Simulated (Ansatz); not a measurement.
Born–Oppenheimer molecular dynamics of CH3ClF2Ge (8 atoms, charge 0, multiplicity 1). It starts from a relaxed structure.

Method: RKS r2SCANh/def2-SVP in Ansatz 0.2.0.

```yaml
ensemble: NVE (Milne-controlled integrator)
time_step: 0.5 fs
steps_asked: 150
starting_velocities_drawn_for: 500 K
seed: 628002
```

First frame:

```xyz
8
Properties=species:S:1:pos:R:3
Ge -0.052 -0.060 0.033
Cl 0.398 -0.137 2.113
F 1.425 0.248 -0.793
F -0.988 1.359 -0.230
C -0.927 -1.615 -0.652
H -1.867 -1.775 -0.109
H -1.137 -1.466 -1.719
H -0.275 -2.488 -0.522
```

Task: How far do the bonds stretch over the last three quarters of this one trajectory? (Pairs bonded in most of those frames.)

Result: 
```
   bond  mean (Å)  spread (Å)  shortest  longest
Ge1–Cl2     2.145       0.035      2.08     2.18
 Ge1–F3     1.724       0.025      1.69     1.76
 Ge1–F4     1.735       0.052      1.65     1.80
 Ge1–C5     1.914       0.027      1.86     1.94
  C5–H6     1.097       0.011      1.08     1.12
  C5–H7     1.104       0.038      1.04     1.16
  C5–H8     1.099       0.017      1.07     1.13
```

Mean temperature of the second half: 238 K. The conserved energy stayed within 0.012 meV per atom of its start (net change -0.00075 meV per atom), so the integration is sound. Over the second half the temperature averaged 0.48 of the 500 K drawn at the start: a run that starts near a minimum puts about half its kinetic energy into the potential. A run of 0.075 ps of so small a system gives no equilibrium averages.

Time of the run: 6.7 min on 4 threads of Arm Neoverse V2, on a shared host, peak memory 0.28 GiB.
